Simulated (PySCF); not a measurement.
An element was calculated at PBE (PySCF 2.14, spin-free X2C, a triple-zeta basis, no spin-orbit coupling), in the ground configurations that NIST lists.

| Property | Result |
| --- | --- |
| first ionisation energy | 7.105 eV |
| second ionisation energy | 14.599 eV |
| third ionisation energy | 25.569 eV |

Question: Which element is it?

Answer: Niobium (Nb, Z = 41), in ANO-RCC-VTZP. NIST lists 6.759, 14.32, 25.04 eV for these ionisation energies.
